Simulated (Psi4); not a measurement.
CH5AlO2, charge -1, doublet, geometry from GFN2-xTB (such geometries of metal compounds can be far from the true shape) (a state made from the parent by changing its charge; the spin is typed, not shown lowest) (a gas-phase anion, which may not be bound at this level), with bond 4-2 at 1.6 times its length; Psi4 with SVWN/3-21G.

Input for Psi4:
```
memory 2 GB

molecule {
-1 2
Al    0.12275658    0.12200744    0.01280545
C    -1.50228708   -1.32234747   -0.14414553
H    -1.22297562   -2.23100500   -0.69630487
H    -2.90051894   -0.66088576   -0.97385214
H    -1.86260005   -1.66121223    0.83696940
O    -0.10742378    1.64132773   -0.79296921
H    -0.29817070    2.45464332   -1.25963371
O     1.48168852   -0.44853663    0.92350656
H     2.18369721   -0.84783287    1.43578504
}

set {
  basis 3-21g
  reference uks
  scf_initial_accelerator none
}

energy('svwn')
print_variables()
```

Output, abridged:

```
   => Loading Basis Set <=

    Name: 3-21G
    Role: ORBITAL
    Keyword: BASIS

         ---------------------------------------------------------
                                   SCF
               by Justin Turney, Rob Parrish, Andy Simmonett
                          and Daniel G. A. Smith
                              UKS Reference
         ---------------------------------------------------------

  ==> Geometry <==

    Molecular point group: c1
    Full point group: C1

    Geometry (in Angstrom), charge = -1, multiplicity = 2:

       Center              X                  Y                   Z               Mass
    ------------   -----------------  -----------------  -----------------  -----------------
         AL           0.081534528731     0.075526709557     0.012259202517    26.981538530000
         C           -1.543509131269    -1.368828200443    -0.144691777483    12.000000000000
         H           -1.264197671269    -2.277485730443    -0.696851117483     1.007825032230
         H           -2.941740991269    -0.707366490443    -0.974398387483     1.007825032230
         H           -1.903822101269    -1.707692960443     0.836423152517     1.007825032230
         O           -0.148645831269     1.594846999557    -0.793515457483    15.994914619570
         H           -0.339392751269     2.408162589557    -1.260179957483     1.007825032230
         O            1.440466468731    -0.495017360443     0.922960312517    15.994914619570
         H            2.142475158731    -0.894313600443     1.435238792517     1.007825032230

  Running in c1 symmetry.

  Rotational constants: A =      0.17630  B =      0.16972  C =      0.08788 [cm^-1]
  Rotational constants: A =   5285.27643  B =   5088.11361  C =   2634.71427 [MHz]
  Nuclear repulsion =  148.833284672554726

  Charge       = -1
  Multiplicity = 2
  Electrons    = 41
  Nalpha       = 21
  Nbeta        = 20

  ==> Algorithm <==

  SCF Algorithm Type is DF.
  DIIS enabled.
  MOM disabled.
  Fractional occupation disabled.
  Guess Type is SAD.
  Energy threshold   = 1.00e-06
  Density threshold  = 1.00e-06
  Integral threshold = 1.00e-12

  ==> Primary Basis <==

  Basis Set: 3-21G
    Blend: 3-21G
    Number of shells: 32
    Number of basis functions: 50
    Number of Cartesian functions: 50
    Spherical Harmonics?: false
    Max angular momentum: 1

  ==> DFT Potential <==

   => LibXC <=

    Version 7.1.2
[...]
      Ntotal   =   40.9999744911 ; deviation = -2.551e-05

   @Spin Contamination Metric:   1.442105307E-03
   @S^2 Expected:                7.500000000E-01
   @S^2 Observed:                7.514421053E-01
   @S   Expected:                5.000000000E-01
   @S   Observed:                5.000000000E-01

    Orbital Energies [Eh]
    ---------------------

    Alpha Occupied:

[...]
    Alpha Virtual:

[...]
    Beta Occupied:

[...]
    Beta Virtual:

[...]
    Final Occupation by Irrep:
              A
    DOCC [    20 ]
    SOCC [     1 ]
    NA   [    21 ]
    NB   [    20 ]

  @DF-UKS Final Energy:  -429.82590322221364

   => Energetics <=

    Nuclear Repulsion Energy =            148.8332846725547256
    One-Electron Energy =                -901.2503764413474983
    Two-Electron Energy =                 364.0361626835569950
    DFT Exchange-Correlation Energy =     -41.4449741369779119
    Empirical Dispersion Energy =           0.0000000000000000
    VV10 Nonlocal Energy =                  0.0000000000000000
    Total Energy =                       -429.8259032222136398

  UHF NO Occupations:
  HONO-2 :   19  A 1.9997773
  HONO-1 :   20  A 1.9997157
  HONO-0 :   21  A 1.0000000
  LUNO+0 :   22  A 0.0002843
  LUNO+1 :   23  A 0.0002227
  LUNO+2 :   24  A 0.0001276
  LUNO+3 :   25  A 0.0000318

Computation Completed

Properties will be evaluated at   0.000000,   0.000000,   0.000000 [a0]

Properties computed using the SCF density matrix

 Multipole Moments:

 ------------------------------------------------------------------------------------
     Multipole            Electronic (a.u.)      Nuclear  (a.u.)        Total (a.u.)
 ------------------------------------------------------------------------------------

 L = 1.  Multiply by 2.5417464519 to convert [e a0] to [Debye]
 Dipole X            :          5.4116996           -4.1067890            1.3049105
 Dipole Y            :          3.6422658           -3.0446909            0.5975749
 Dipole Z            :          0.9289012           -0.6292594            0.2996419
 Magnitude           :                                                    1.4661761

 ------------------------------------------------------------------------------------

  Variable Map:
  ----------------------------------------------------------------------------
[...]
  Array Variable Map:
  ----------------------------------------------------------------------------
[...]
[...]
```
